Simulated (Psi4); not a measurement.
Internal rotation in SMILES B/C=C\[SeH] (C2H5BSe). Scanned: dihedral C2–C3–Se4–H9; all other coordinates were relaxed at B3LYP-D3(BJ)/def2-SVP. Points at φ and −φ are mirror images. Heavy atoms are numbered in the order of the SMILES B/C=C\[SeH], hydrogens after them in the order of the atoms that carry them; the mirror image has the same energies with the sign of each dihedral reversed.

- PBE/def2-TZVP // B3LYP-D3(BJ)/def2-SVP (Psi4)
- PBE-D3(BJ)/def2-TZVP // B3LYP-D3(BJ)/def2-SVP (Psi4)
- r2SCAN/def2-TZVP // B3LYP-D3(BJ)/def2-SVP (Psi4)
- MP2/cc-pVTZ = DF-MP2 (frozen core)/cc-pVTZ // B3LYP-D3(BJ)/def2-SVP in Psi4

Energies relative to the lowest point of each profile, in kcal/mol; the last columns give the difference from MP2:

| φ / ° | PBE/def2-TZVP | PBE-D3(BJ)/def2-TZVP | r2SCAN/def2-TZVP | MP2/cc-pVTZ | PBE/def2-TZVP − MP2/cc-pVTZ | PBE-D3(BJ)/def2-TZVP − MP2/cc-pVTZ | r2SCAN/def2-TZVP − MP2/cc-pVTZ |
|---|---|---|---|---|---|---|---|
| -150 | 1.6 | 1.6 | 1.7 | 1.3 | 0.3 | 0.4 | 0.4 |
| -120 | 5.5 | 5.6 | 5.7 | 4.2 | 1.3 | 1.4 | 1.4 |
| -90 | 8.5 | 8.6 | 8.5 | 6.2 | 2.3 | 2.4 | 2.3 |
| -60 | 6.2 | 6.2 | 6.3 | 5.0 | 1.2 | 1.2 | 1.3 |
| -30 | 2.2 | 2.2 | 2.3 | 1.9 | 0.2 | 0.2 | 0.4 |
| 0 | 0.0 | 0.0 | 0.2 | 0.2 | -0.2 | -0.2 | 0.0 |
| 30 | 2.2 | 2.2 | 2.3 | 1.9 | 0.2 | 0.2 | 0.4 |
| 60 | 6.2 | 6.2 | 6.3 | 5.0 | 1.2 | 1.2 | 1.3 |
| 90 | 8.5 | 8.6 | 8.5 | 6.2 | 2.3 | 2.4 | 2.3 |
| 120 | 5.5 | 5.6 | 5.7 | 4.2 | 1.3 | 1.4 | 1.4 |
| 150 | 1.6 | 1.6 | 1.7 | 1.3 | 0.3 | 0.4 | 0.4 |
| 180 | 0.0 | 0.1 | 0.0 | 0.0 | 0.0 | 0.1 | 0.0 |

PBE/def2-TZVP is furthest from MP2/cc-pVTZ at -90 (2.3 kcal/mol, above); its mean absolute difference over the points is 0.9 kcal/mol.

PBE-D3(BJ)/def2-TZVP is furthest from MP2/cc-pVTZ at -90 (2.4 kcal/mol, above); its mean absolute difference over the points is 1.0 kcal/mol.

r2SCAN/def2-TZVP is furthest from MP2/cc-pVTZ at -90 (2.3 kcal/mol, above); its mean absolute difference over the points is 1.0 kcal/mol.
